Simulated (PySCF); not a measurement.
**Two-component Hartree-Fock for Br (bromine, neutral)**

Start: [Ar] 3d10 4s2 4p5; 4p1/2 filled at m_j = -1/2, +1/2; 4p3/2 filled at m_j = -1/2, +1/2, +3/2. Calculated with PySCF 2.14 in x2c-TZVPall-2c (6s7p4d1f, 54 functions): generalised Hartree-Fock with the X2C-1e Hamiltonian and a Gaussian nucleus; one run each with spin-orbit coupling (SO) switched off, then screened by Boettger's factors. This is a chosen level, not necessarily the ground level.

```json
{"spinor shell": "1s1/2", "electrons": "2", "ε, spin-free (eV)": "-13557.4", "ε, screened SO (eV)": "-13557.0", "weight of nominal j (screened SO)": "1.000", "rms radius, screened SO (bohr)": "0.0492"}
{"spinor shell": "2s1/2", "electrons": "2", "ε, spin-free (eV)": "-1825.8", "ε, screened SO (eV)": "-1825.7", "weight of nominal j (screened SO)": "1.000", "rms radius, screened SO (bohr)": "0.205"}
{"spinor shell": "2p1/2", "electrons": "2", "ε, spin-free (eV)": "-1605.1", "ε, screened SO (eV)": "-1637.6", "weight of nominal j (screened SO)": "1.000", "rms radius, screened SO (bohr)": "0.180"}
{"spinor shell": "2p3/2", "electrons": "4", "ε, spin-free (eV)": "-1605.1", "ε, screened SO (eV)": "-1589.4", "weight of nominal j (screened SO)": "1.000", "rms radius, screened SO (bohr)": "0.184"}
{"spinor shell": "3s1/2", "electrons": "2", "ε, spin-free (eV)": "-277.40", "ε, screened SO (eV)": "-277.33", "weight of nominal j (screened SO)": "1.000", "rms radius, screened SO (bohr)": "0.588"}
{"spinor shell": "3p1/2", "electrons": "2", "ε, spin-free (eV)": "-205.32", "ε, screened SO (eV)": "-210.29", "weight of nominal j (screened SO)": "1.000", "rms radius, screened SO (bohr)": "0.600"}
{"spinor shell": "3p3/2", "electrons": "4", "ε, spin-free (eV)": "-205.32", "ε, screened SO (eV)": "-202.86", "weight of nominal j (screened SO)": "1.000", "rms radius, screened SO (bohr)": "0.611"}
{"spinor shell": "3d3/2", "electrons": "4", "ε, spin-free (eV)": "-85.785", "ε, screened SO (eV)": "-86.431", "weight of nominal j (screened SO)": "0.996", "rms radius, screened SO (bohr)": "0.649"}
{"spinor shell": "3d5/2", "electrons": "6", "ε, spin-free (eV)": "-85.785", "ε, screened SO (eV)": "-85.252", "weight of nominal j (screened SO)": "0.997", "rms radius, screened SO (bohr)": "0.652"}
{"spinor shell": "4s1/2", "electrons": "2", "ε, spin-free (eV)": "-27.750", "ε, screened SO (eV)": "-27.722", "weight of nominal j (screened SO)": "1.000", "rms radius, screened SO (bohr)": "1.83"}
{"spinor shell": "4p1/2", "electrons": "2", "ε, spin-free (eV)": "-12.408", "ε, screened SO (eV)": "-12.924", "weight of nominal j (screened SO)": "0.749", "rms radius, screened SO (bohr)": "2.25"}
{"spinor shell": "4p3/2", "electrons": "3", "ε, spin-free (eV)": "-12.408", "ε, screened SO (eV)": "-12.094", "weight of nominal j (screened SO)": "0.833", "rms radius, screened SO (bohr)": "2.29"}
```

```tsv
quantity	spin-free	screened SO
E (hartree)	-2604.33815	-2604.48317
M_J	3/2	3/2
⟨J²⟩	3.761	3.761
⟨L²⟩	2.008	2.012
⟨S²⟩	0.753	0.756
```

Each row is a mean over spinors that exchange with the open shell spreads, by up to 2.901 eV (4s1/2).

Rows whose weight is well below 1 are mixtures of j = l ± 1/2: exchange outweighs spin-orbit coupling there, and the label is only the starting occupation.

Without spin-orbit coupling the j labels of p, d and f shells carry no meaning; the spin-free column gives the mean over the occupied spinors of each nl shell.
